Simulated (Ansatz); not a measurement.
A structure relaxed at PBE0-D4/def2-SVP in Ansatz, charge 0, singlet:

| atom | x (Å) | y (Å) | z (Å) |
| --- | --- | --- | --- |
| Be1 | -0.5663 | 0.1951 | 1.1687 |
| Be2 | -0.1339 | 0.5656 | -1.1776 |
| Te3 | 1.4232 | -1.0486 | -1.3513 |
| Te4 | 0.9112 | -1.4878 | 1.3810 |
| Te5 | -1.6342 | 1.7756 | -0.0208 |

Give its formula and point group.

Be2Te3. Point group C2v (tolerance 0.1 Å).

Summarise the bond lengths by kind (pairs closer than 1.2 times the sum of covalent radii, bridged metal pairs left out).

4 × Be–Te 2.25 Å; 1 × Te–Te 2.81 Å.

In the def2 sets Te takes a core potential; there is no spin–orbit coupling. The structure comes from a short search, and lower isomers may exist.
